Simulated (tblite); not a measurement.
Compound: C₄H₂FN₂ (doublet state).
Z-matrix (Å and degrees, GFN2-xTB geometry), rows numbered from 1:
```
F 
C   1  1.3187
N   2  1.3179  1  117.84
C   3  1.2877  2  118.67  1   179.92
C   4  1.3813  3  123.24  2     0.04
C   5  1.3924  4  113.76  3     0.04
N   2  1.3081  1  118.02  3   179.99
H   5  1.0756  4  124.03  3  -179.97
H   6  1.0822  5  121.50  4   179.91
```

Computed geometry: GFN2-xTB, gas phase. This method treats the open shell by occupation alone, without spin polarisation.

Take the most abundant isotopes and a rigid rotor. 

**Question.** What are A, B and C (MHz)?

**Answer.** Ia = 74.52, Ib = 177.70, Ic = 252.22 u·Å²; 505379 MHz·u·Å²/I gives A = 6782, B = 2844, C = 2004 MHz.

**Question.** Classify the top.

**Answer.** An asymmetric top: κ = (2 × 2844 − 6782 − 2004)/(6782 − 2004) = -0.65.

**Question.** What does the inertial defect say?

**Answer.** Planar: Δ = Ic − Ia − Ib = 0.00 u·Å². For a rigid frame Δ = −2 Σ m c², so it vanishes when all atoms lie in the ab plane; here none is more than 0.01 Å from it.

**Question.** Give the coordinates in the principal-axis frame, origin at the centre of mass.

**Answer.** The sense of each axis is arbitrary; atoms in the order of the calculation.
```tsv
atom	mass (u)	a (Å)	b (Å)	c (Å)
F1	18.998	2.108	0.037	0.001
C2	12.000	0.789	0.008	0.000
N3	14.003	0.200	-1.171	-0.001
C4	12.000	-1.087	-1.218	0.000
C5	12.000	-1.886	-0.091	0.001
C6	12.000	-1.171	1.104	0.000
N7	14.003	0.149	1.149	0.000
H8	1.008	-2.961	-0.115	0.002
H9	1.008	-1.672	2.063	-0.002
```

**Question.** Where do the levels up to J = 3 lie, in MHz?

**Answer.** Above 0(0,0):
J = 1: 1(0,1) 4848, 1(1,1) 8786, 1(1,0) 9626
J = 2: 2(0,2) 14423, 2(1,2) 17641, 2(1,1) 20162, 2(2,1) 31975, 2(2,0) 32096
J = 3: 3(0,3) 28499, 3(1,3) 30853, 3(1,2) 35884, 3(2,2) 46519, 3(2,1) 47106, 3(3,1) 68379, 3(3,0) 68390
The levels of one J sum to (2J + 1)J(J + 1)(A + B + C)/3.

For this open shell read J as N, the rotation without spin; fine and hyperfine splittings come on top. Its GFN2-xTB frequencies are all real (lowest 150 cm⁻¹). No vibrational averaging or centrifugal distortion is included, and the geometry carries the error of its method.

The run took under 0.1 s on Arm Neoverse V2, one thread, shared host with 96 logical CPUs at a one-minute load of 22. These figures are those of the optimisation.
